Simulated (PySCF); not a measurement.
B3LYP has the VWN-RPA correlation part, as in Gaussian. 

```xyz
6

B     -0.0164     1.0900    -0.0270
Si     1.0663    -0.4928     0.0085
Si    -1.0511    -0.5244     0.0167
H     -0.0342     2.2719    -0.0562
H      2.4084    -1.1368     0.0197
H     -2.3731    -1.2083     0.0384
```

Charge 0, multiplicity 1.

**Question.** Give the Mulliken and meta-Löwdin atomic charges from B3LYP-D3(BJ)/def2-TZVP (PySCF 2.14.0).

**Answer.** 
```
atom  Mulliken (e)  meta-Löwdin (e)
----  ------------  ---------------
B1            0.09            -0.42
Si2          -0.05             0.24
Si3          -0.05             0.24
H4            0.02             0.03
H5           -0.01            -0.05
H6           -0.01            -0.05
```
